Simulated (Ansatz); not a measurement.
**Question.** Name a neutral molecule of Br, Cd, N and H with LUMO energy (PBE0/def2-TZVPP) between -1.55 and -1.25 eV and HOMO energy (PBE/def2-TZVPP) between -6.30 and -6.00 eV (Ansatz, PBE0-D4/def2-TZVP geometry).

**Answer.** `[NH2][Cd][Br]` (-1.42 eV, -6.04 eV). Other molecules can fit too; these were computed, each in one conformer that needn't be the lowest.
